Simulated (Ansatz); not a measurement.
Frontier orbitals of C6H18N3Sc, SMILES `C[N](C)[Sc]([N](C)C)[N](C)C`.

Total charge 0; spin multiplicity 1. Correlated methods include outer-core shells of Sc, which these sets cover unevenly. Scalar relativity is left out up to krypton. All single points use the PBE0-D4/def2-TZVP geometry. It is one conformer, not always the lowest. Basis def2-TZVPP, Ansatz.

| functional | HOMO (eV) | LUMO (eV) |
| --- | --- | --- |
| r2SCAN | -4.59 | -1.60 |

(1) Give HOMO and LUMO (eV) with LDA (SPW92), PBE, revPBE, BLYP, B97M-V, PBE0, B3LYP, r2SCANh, r2SCAN0, HSE06 (plane-wave form), BHLYP, CAM-B3LYP, LC-ωPBE, ωB97X-V, ωB97M-V, HF. (Estimate.)

## Answers

(1) Computed: 
| functional | HOMO | LUMO |
| --- | --- | --- |
| LDA (SPW92) | -4.52 | -2.10 |
| PBE | -4.39 | -1.88 |
| revPBE | -4.33 | -1.73 |
| BLYP | -4.30 | -1.88 |
| B97M-V | -4.75 | -1.91 |
| PBE0 | -5.60 | -1.06 |
| B3LYP | -5.42 | -1.39 |
| r2SCANh | -5.05 | -1.32 |
| r2SCAN0 | -5.76 | -0.91 |
| HSE06 (plane-wave form) | -5.21 | -1.42 |
| BHLYP | -6.79 | -0.42 |
| CAM-B3LYP | -6.96 | -0.27 |
| LC-ωPBE | -8.23 | 0.94 |
| ωB97X-V | -7.95 | 0.67 |
| ωB97M-V | -7.90 | 0.29 |
| HF | -8.69 | 1.34 |

B3LYP here is the variant with VWN-RPA as its local correlation; programs differ in this. LC-ωPBE has ω = 0.4 bohr⁻¹. Positive LUMOs are unbound and depend on the basis.
